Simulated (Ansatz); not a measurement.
Two members of one family (Oligo(pyridine)), computed with Ansatz in the gas phase. Binding counts from free atoms in the multiplicity of their measured ground term, without zero-point energy. Sets without diffuse functions give affinities that are too small. A dash marks a value that wasn't run or was left out as unsound. The structures are stationary points that may keep the symmetry of their start. Remarks come from the PBE and PBE0 runs and from stability tests at other levels; not every state was tested. HOMO above LUMO (over both spins in singlets and doublets, within one spin in higher multiplets; at PBE or PBE0), or a gap under 0.15 eV within one spin, warns that the state may not be the lowest or that an electron is smeared out.

First: c1ccc(-c2ccc(-c3ccc(-c4ccc(-c5ccc(-c6cccnc6)nc5)nc4)nc3)nc2)nc1 (singlet, charge 0, PBE-D4/def2-SVP geometry).

```xyz
56

C     6.4033   -4.6500   -8.9156
C     6.8974   -3.4414   -8.4028
C     6.2144   -2.8180   -7.3531
C     5.0429   -3.4217   -6.8374
C     4.2640   -2.8207   -5.7267
C     4.6064   -1.6103   -5.0908
C     3.8143   -1.1196   -4.0521
C     2.6715   -1.8471   -3.6487
C     1.7777   -1.3963   -2.5563
C     0.6531   -2.1701   -2.1960
C    -0.1834   -1.7413   -1.1671
C     0.1072   -0.5308   -0.4940
C    -0.7314   -0.0078    0.6081
C    -1.8918   -0.6539    1.0854
C    -2.6229   -0.0874    2.1307
C    -2.1899    1.1323    2.7019
C    -2.9127    1.7945    3.8112
C    -4.0854    1.2824    4.4035
C    -4.6985    1.9760    5.4464
C    -4.1350    3.1911    5.9005
C    -4.7286    3.9861    7.0032
C    -5.8973    3.6045    7.6947
C    -6.3851    4.4192    8.7223
C    -5.6869    5.5982    9.0329
N    -4.5728    5.9841    8.3905
C    -4.1144    5.1985    7.4084
N    -3.0099    3.6868    5.3343
C    -2.4302    3.0190    4.3394
N    -1.0787    1.7550    2.2464
C    -0.3853    1.2091    1.2488
N     1.1848    0.2123   -0.8364
C     1.9784   -0.2046   -1.8209
N     2.3370   -3.0092   -4.2555
C     3.0991   -3.4710   -5.2464
N     4.5733   -4.5869   -7.3387
C     5.2340   -5.1753   -8.3395
H     6.9094   -5.1743   -9.7391
H     7.8115   -2.9876   -8.8155
H     6.5912   -1.8712   -6.9421
H     5.4945   -1.0399   -5.3989
H     4.0880   -0.1765   -3.5602
H     0.4680   -3.1021   -2.7483
H    -1.0574   -2.3473   -0.8919
H    -2.2325   -1.6018    0.6450
H    -3.5254   -0.5961    2.4958
H    -4.5290    0.3369    4.0559
H    -5.6113    1.5701    5.9025
H    -6.4317    2.6774    7.4377
H    -7.2939    4.1451    9.2781
H    -6.0456    6.2637    9.8400
H    -3.1992    5.5165    6.8828
H    -1.5136    3.4491    3.9020
H     0.5144    1.7424    0.9025
H     2.8367    0.4546   -2.0438
H     2.7999   -4.4208   -5.7199
H     4.8077   -6.1240   -8.7132
```

```
             level  HOMO (eV)  LUMO (eV)  gap (eV)  vertical IE (eV)  vertical EA (eV)  vertical triplet (eV)  binding per atom (eV)
   PBE-D4/def2-SVP      -5.30      -3.13      2.16              6.83              1.83                   2.21                   5.67
r2SCAN-D4/def2-SVP      -5.62      -3.12      2.50                 –                 –                      –                   5.43
  PBE0-D4/def2-SVP      -6.23      -2.49      3.75              7.24              1.58                   2.64                   5.52
```

Remarks: gap within one spin near zero at PBE or PBE0 (+1 doublet), gap within one spin near zero at PBE or PBE0 (triplet).

Second: c1ccc(-c2ccc(-c3ccc(-c4ccc(-c5ccc(-c6ccc(-c7cccnc7)nc6)nc5)nc4)nc3)nc2)nc1 (singlet, charge 0, PBE-D4/def2-SVP geometry).

```xyz
65

C     4.360  -13.254   -1.088
C     4.778  -12.390   -0.065
C     4.299  -11.075   -0.048
C     3.405  -10.654   -1.062
C     2.851   -9.278   -1.113
C     2.042   -8.879   -2.197
C     1.531   -7.583   -2.242
C     1.833   -6.680   -1.196
C     1.339   -5.284   -1.177
C     0.614   -4.696   -2.234
C     0.189   -3.371   -2.131
C     0.495   -2.631   -0.965
C     0.082   -1.221   -0.785
C    -0.558   -0.456   -1.782
C    -0.912    0.868   -1.522
C    -0.624    1.429   -0.256
C    -0.968    2.824    0.099
C    -0.654    3.328    1.381
C    -0.982    4.640    1.712
C    -1.631    5.456    0.755
C    -2.016    6.860    1.028
C    -2.581    7.655    0.008
C    -2.939    8.975    0.273
C    -2.730    9.506    1.568
C    -3.076   10.901    1.933
C    -2.865   11.360    3.251
C    -3.194   12.676    3.580
C    -3.731   13.505    2.580
N    -3.940   13.095    1.318
C    -3.619   11.831    1.014
N    -2.197    8.744    2.550
C    -1.859    7.482    2.289
N    -1.928    4.980   -0.476
C    -1.611    3.724   -0.784
N    -0.007    0.700    0.703
C     0.329   -0.563    0.447
N     1.185   -3.193    0.055
C     1.587   -4.459   -0.051
N     2.596   -7.064   -0.147
C     3.079   -8.305   -0.111
N     3.011  -11.492   -2.048
C     3.474  -12.746   -2.055
H     4.709  -14.295   -1.141
H     5.475  -12.735    0.715
H     4.625  -10.384    0.742
H     1.834   -9.616   -2.987
H     0.897   -7.279   -3.088
H     0.380   -5.264   -3.147
H    -0.380   -2.919   -2.956
H    -0.779   -0.884   -2.770
H    -1.408    1.460   -2.304
H    -0.150    2.656    2.091
H    -0.730    5.030    2.708
H    -2.728    7.200   -0.983
H    -3.378    9.591   -0.525
H    -2.441   10.655    3.982
H    -3.042   13.062    4.600
H    -4.002   14.552    2.808
H    -3.805   11.537   -0.033
H    -1.438    6.920    3.141
H    -1.884    3.406   -1.805
H     0.831   -1.131    1.247
H     2.149   -4.889    0.794
H     3.685   -8.549    0.780
H     3.124  -13.392   -2.881
```

Question: Estimate the same table for the second.

Answer: 
```tsv
level	HOMO (eV)	LUMO (eV)	gap (eV)	vertical IE (eV)	vertical EA (eV)	vertical triplet (eV)	binding per atom (eV)
PBE-D4/def2-SVP	-5.44	-3.19	2.24	6.74	1.99	2.16	5.69
r2SCAN-D4/def2-SVP	-5.60	-3.18	2.42	–	–	–	5.45
PBE0-D4/def2-SVP	-6.21	-2.55	3.66	7.14	1.71	2.62	5.54
```

Remarks: gap within one spin near zero at PBE or PBE0 (+1 doublet).
